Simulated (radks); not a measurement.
Al V, 9 electrons, occupied as [He] 2s2 2p5 (the NIST ground configuration). All-electron calculation, non-relativistic Kohn-Sham, LDA (Slater exchange, Perdew-Wang correlation), spin-unpolarised, spherical densities, point nucleus. Program: a radial shooting solver on a logarithmic mesh with Libxc functionals.

Unscreened Slater integrals over Kohn-Sham orbitals (eV). Empty in this configuration: 3s.

integral     value
F0(2p,2p)   44.092
F2(2p,2p)   20.331
F0(2p,2s)   41.987
G1(2p,2s)   25.016
F0(2p,1s)   61.896
G1(2p,1s)   8.5539
F0(2p,3s)   17.876
G1(2p,3s)   1.6232
F0(2s,2s)   40.603
F0(2s,1s)   57.352
G0(2s,1s)   4.6667
F0(2s,3s)   17.705
G0(2s,3s)   1.2842
F0(1s,1s)   211.85
F0(1s,3s)   19.951
G0(1s,3s)  0.67482
F0(3s,3s)   13.555

Derived for the open shells (J is the average intra-shell exchange parameter used in DFT+U). 2p: J = F2/5 = 4.066 eV.
